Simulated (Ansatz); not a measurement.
```yaml
crystal:
  periodic: [false, false, false]
  atoms:
    - {symbol: N, position_ang: [-1.179429, 1.181109, -0.126726]}
    - {symbol: Si, position_ang: [0.228637, 0.176983, 0.053237]}
    - {symbol: N, position_ang: [-0.008012, -0.921564, 1.381126]}
    - {symbol: N, position_ang: [0.486197, -0.734476, -1.357351]}
    - {symbol: Cl, position_ang: [1.861877, 1.346789, 0.422850]}
    - {symbol: H, position_ang: [-1.138189, 1.990986, -0.554049]}
    - {symbol: H, position_ang: [-1.915982, 1.017837, 0.488691]}
    - {symbol: H, position_ang: [0.277393, -0.645412, 2.287167]}
    - {symbol: H, position_ang: [0.127696, -1.926554, 1.212356]}
    - {symbol: H, position_ang: [-0.049203, -0.553046, -2.146272]}
    - {symbol: H, position_ang: [1.421880, -1.016587, -1.637322]}
basis:
  gaussian: {orbitals: x2c-TZVPPall, point_charges: [{charge: 1.00, position_ang: [5.515, 0.916, 0.718]}]}
hamiltonian: {xc: {name: HF}}
correlation: {method: mp2, frozen_orbitals: {N: 9}}
output: {forces: true}
```

```sh
$ ansatz run in.yaml --threads 4 --pin off --events-out ev --progress --plain --max-ram 10444MiB
```

It prints (some lines left out):

```
Functional definition: HF
Error: "frozen_orbitals" has no count for Si
```

(1) What is wrong with this run?

## Answers

(1) Frozen orbitals are typed for one element alone, and the program wants a count for each. The program refused the input.
